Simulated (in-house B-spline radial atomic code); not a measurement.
Computed with a B-spline radial atomic code. Model: two electrons, singlet ground state, non-relativistic, full CI in B-splines with partial waves to l = 8 (at full coupling up to 3e-4 hartree above the limit, correlation up to 0.6 % small), density held at that of full coupling by Lieb maximisation.

Along the adiabatic connection the electron repulsion is scaled by a coupling λ while a local potential keeps the density fixed. At λ = 0 the system is the Kohn-Sham one and W equals the exchange energy; the exchange-correlation energy is the area under W between 0 and 1. The kinetic energy rises with λ as the electrons avoid each other, with dT/dλ = −λ dW/dλ.

Command:
```bash
python run_ac.py task.json out
```
Settings (lengths in bohr, energies in hartree):
```
potential              yukawa
strength               3.7
lmax                   8
second                 0.445
```

Run time, properties included: 11 s on 1 thread of Intel(R) Xeon(R) Processor @ 2.30GHz, with other jobs on the host.

**W = mean repulsion less Hartree energy, and W of three functionals.**

Given: confinement screened point charge; nuclear charge 3.7; screening of the nucleus 0.445 1/bohr; external potential -Z exp(-k r)/r.

Computed: LDA exchange minus exact 287.7 millihartree; PBE exchange minus exact 32.181 millihartree.

```
coupling  W xc (hartree)  W xc minus exchange (millihartree)  kinetic minus Kohn-Sham (millihartree)  LDA (PW92) W minus its exchange (millihartree)  PBE W minus its exchange (millihartree)  SCAN W minus its exchange (millihartree)
       0         -2.0562                                   0                                       0                                               0                                        0                                         0
    0.02         -2.0581                              -1.888                                       0                                          -13.55                                    -1.83                                     -1.84
    0.05         -2.0609                              -4.704                                     0.1                                          -28.34                                     -4.6                                     -4.55
    0.12         -2.0674                             -11.203                                     0.7                                           -55.7                                    -11.1                                    -10.74
    0.25         -2.0792                             -23.008                                     2.8                                          -95.43                                   -23.16                                    -21.84
     0.4               ?                                   ?                                       ?                                               ?                                        ?                                         ?
     0.6         -2.1094                              -53.19                                    15.6                                         -174.08                                   -54.73                                    -49.73
     0.8         -2.1256                             -69.458                                      27                                         -209.66                                   -71.98                                    -64.58
       1         -2.1412                             -85.066                                      41                                         -241.12                                   -88.61                                    -78.76
     1.4         -2.1706                             -114.45                                    76.2                                         -295.36                                  -120.06                                   -105.34
       2               ?                                   ?                                       ?                                               ?                                        ?                                         ?
       3         -2.2682                                -212                                     287                                         -449.32                                  -225.19                                   -193.54
     4.5          -2.338                              -281.8                                   546.6                                          -547.2                                  -301.47                                   -257.66
       7         -2.4241                             -367.92                                  1035.4                                         -662.65                                  -398.11                                   -339.15
      10         -2.4963                             -440.12                                  1642.6                                         -759.09                                   -482.9                                   -410.22
```

Task: What belongs in the row 0.4?

Result: W xc (hartree): -2.0924; W xc minus exchange (millihartree): -36.221; kinetic minus Kohn-Sham (millihartree): 7.1; LDA (PW92) W minus its exchange (millihartree): -132.59; PBE W minus its exchange (millihartree): -36.89; SCAN W minus its exchange (millihartree): -34.12.

Task: What belongs in the row 2?

Result: W xc (hartree): -2.2106; W xc minus exchange (millihartree): -154.45; kinetic minus Kohn-Sham (millihartree): 144; LDA (PW92) W minus its exchange (millihartree): -362.11; PBE W minus its exchange (millihartree): -163.03; SCAN W minus its exchange (millihartree): -141.43.

Task: What is the SCAN exchange minus exact?

Result: -5.5159 millihartree.

**Energy parts, natural occupations and partial-wave weights.**

Computed: total energy -8.5455 hartree; exchange energy -2.0562 hartree; correlation energy -0.044043 hartree; kinetic part of the DFT correlation energy 0.041024 hartree; initial slope twice GL2 -0.094633 hartree; Hartree energy 4.1123 hartree; Lieb Oxford ratio E_xc over LDA exchange 1.1876.

```tsv
natural	occupation of the shell (electrons)
s	1.9956
p	0.0022975
s	0.0017893
d	0.00011504
p	?
s	3.8147e-05
```

Task: What belongs in the row p?

Result: occupation of the shell (electrons): 8.4824e-05.

| wave | weight |
| --- | --- |
| s | 0.99873 |
| p | 0.0011955 |
| d | 6.4691e-05 |
| f | ? |
| g | 2.1915e-06 |

Task: What belongs in the row f?

Result: weight: 9.3223e-06.

Task: What is the kinetic part over minus potential part?

Result: 0.48225.

Task: What is the Kohn-Sham kinetic?

Result: 11.207 hartree.

Half-way to full coupling W has made 53 % of its drop, against 50 % for a straight line, and second-order (GL2) theory, half the initial slope, overshoots the correlation energy by about 7 %: correlation is weak here. Over couplings 0 to 1 the errors in E_xc come to about +187 millihartree for LDA, +31 millihartree for PBE, -2.6 millihartree for SCAN, so SCAN is nearest. In LDA and PBE and SCAN the errors of exchange and correlation have opposite signs, so the sum is smaller than the larger of the two.
